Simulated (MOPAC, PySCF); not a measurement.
C2H8AlN, SMILES `[CH3][Al]([CH3])[NH2]`, neutral singlet in the gas phase. 

Z-matrix (Å, degrees):
```
Al
N 1 1.7776
H 2 1.0083 1 125.04
H 2 1.0083 3 109.89 1 179.61
C 1 1.9574 2 118.35 3 0.62
H 5 1.0925 1 112.67 2 -7.81
H 5 1.0940 6 107.66 1 123.36
H 5 1.0947 6 107.36 7 114.17
C 1 1.9575 2 118.32 3 -179.15
H 9 1.0925 1 112.63 2 -12.56
H 9 1.0937 10 107.70 1 123.49
H 9 1.0947 10 107.26 11 114.18
```
Charge 0, spin multiplicity 1.

All levels are single points at this geometry (B3LYP-D3(BJ)/def2-TZVP); Pople sets use spherical d functions. Orbital energies aren't observables, and empty levels follow the basis.

PBE/6-31G* in PySCF gives gap (eV) = 5.29.

Problem. Estimate the gap (eV) from each of these levels: TPSSh-D3(BJ)/def2-TZVP in PySCF; B3LYP/3-21G in PySCF; B3LYP/6-31G* in PySCF; AM1 in MOPAC; PM3 in MOPAC.

Solution. 
```json
[
 {"level": "TPSSh-D3(BJ)/def2-TZVP in PySCF", "gap (eV)": "6.50"},
 {"level": "B3LYP/3-21G in PySCF", "gap (eV)": "6.89"},
 {"level": "B3LYP/6-31G* in PySCF", "gap (eV)": "6.98"},
 {"level": "AM1 in MOPAC", "gap (eV)": "10.24"},
 {"level": "PM3 in MOPAC", "gap (eV)": "8.58"}
]
```
